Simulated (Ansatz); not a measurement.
Ansatz (a program for electronic structure) input:

Ansatz 0.2 input:
```yaml
crystal:
  periodic: [false, false, false]
  atoms:
    - {symbol: Ge, position_ang: [-0.10821585, 0.27256027, -0.13785400]}
    - {symbol: O, position_ang: [-1.22851902, -0.99397578, -0.04157921]}
    - {symbol: F, position_ang: [1.47678438, -0.08556918, 0.52710684]}
basis:
  gaussian:
    orbitals: aug-cc-pVQZ
hamiltonian:
  xc: hf
total_charge: -1
```

**Question.** Which total energy does the run end on?

**Answer.** -2249.85477 Eh (HF/aug-cc-pVQZ). The basis has 253 functions.

This state (charge -1, singlet) is run at the relaxed geometry of the species with charge 0 and multiplicity 2.
